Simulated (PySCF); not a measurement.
SMILES CB(C)C#C[Si](O)(O)O (C₄H₉BO₃Si), GFN2-xTB optimised geometry.

```
18

Si    -0.78    -0.69     0.00
O     -1.30    -1.42    -1.36
O     -1.30     0.85     0.00
O      0.84    -0.69     0.00
C     -1.44    -1.59     1.49
C     -1.87    -2.17     2.46
B     -2.41    -2.89     3.67
C     -3.92    -3.36     3.68
C     -1.46    -3.17     4.90
H     -2.19    -1.28    -1.65
H     -0.87     1.48     0.56
H      1.30    -1.48    -0.26
H     -4.13    -4.12     4.43
H     -4.25    -3.73     2.71
H     -4.55    -2.50     3.91
H     -0.64    -2.46     4.99
H     -1.99    -3.21     5.85
H     -1.00    -4.15     4.77
```

Density from CAM-B3LYP/def2-SVP run with PySCF at that geometry.

Minimum of the electron density along straight lines between bonded atoms, close to the bond critical point (lines longer than 1.1 times the sum of covalent radii, or with two minima, are not listed):

```
bond    length / Å  ρ at the minimum / e bohr⁻³  ∇²ρ there / e bohr⁻⁵  position (fraction from the first atom)
------  ----------  ---------------------------  --------------------  ---------------------------------------
Si1–O2       1.626                        0.132                  1.09                                     0.41
Si1–O3       1.626                        0.132                  1.09                                     0.41
Si1–O4       1.626                        0.132                  1.09                                     0.41
Si1–C5       1.859                        0.111                  0.39                                     0.39
C5–C6        1.213                        0.406                 -1.18                                     0.50
C6–B7        1.508                        0.188                  0.06                                     0.67
B7–C8        1.579                        0.182                 -0.19                                     0.33
B7–C9        1.579                        0.182                 -0.19                                     0.33
O2–H10       0.952                        0.354                 -2.53                                     0.82
O3–H11       0.952                        0.354                 -2.53                                     0.82
O4–H12       0.952                        0.354                 -2.53                                     0.82
C8–H13       1.087                        0.273                 -0.99                                     0.62
C8–H14       1.088                        0.271                 -0.98                                     0.63
C8–H15       1.091                        0.266                 -0.94                                     0.62
C9–H16       1.088                        0.273                 -0.99                                     0.63
C9–H17       1.088                        0.272                 -0.98                                     0.62
C9–H18       1.091                        0.266                 -0.93                                     0.62
```
